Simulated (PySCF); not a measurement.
Si(F)(NMe2) (C₂H₆FNSi), SMILES CN(C)[Si]F (connectivity only; charge and spin as stated), neutral, multiplicity 1. Atoms are numbered in the order given.

```xyz
11

Si    -0.8285     0.8905     0.0000
F      0.4830     1.9232     0.0000
N      0.0263    -0.6361     0.0000
C     -0.7413    -1.8699     0.0000
C      1.4687    -0.8145     0.0000
H     -0.5199    -2.4903    -0.8984
H     -0.5199    -2.4903     0.8984
H     -1.8288    -1.6433     0.0000
H      1.8037    -1.3833     0.8974
H      1.8037    -1.3833    -0.8974
H      1.9644     0.1740     0.0000
```

Geometry: PBE-D3(BJ)/def2-SVP. Other conformers were not sampled.

Two levels are set side by side: PBE/pcSseg-1 (PySCF) and HF/pcSseg-1 (PySCF). GIAO shifts against CFCl3 (¹⁹F), NH3 (¹⁵N), TMS (²⁹Si), TMS (¹H), TMS (¹³C) at the same level; non-relativistic, no solvent, atoms listed together averaged. Differences are taken from unrounded values.

```csv
quantity,HF
δ(²⁹Si) of Si1 (ppm),104.9
δ(¹⁹F) of F2 (ppm),-20.4
δ(¹⁵N) of N3 (ppm),136.9
"δ(¹³C) of C4, C5 (ppm)",36.3
```

Q: What does PBE give, and how far is it from HF? (An estimate is asked for; the answer gives what the named calculation found.)

A: 
| quantity | PBE | PBE minus HF |
|---|---|---|
| δ(²⁹Si) of Si1 (ppm) | 96.6 | -8.3 |
| δ(¹⁹F) of F2 (ppm) | -42.8 | -22.4 |
| δ(¹⁵N) of N3 (ppm) | 186.4 | 49.5 |
| δ(¹³C) of C4, C5 (ppm) | 40.7 | 4.4 |

Rough cost on one machine, each run with all the roots and properties that it gave: HF against PBE within a factor of 2.
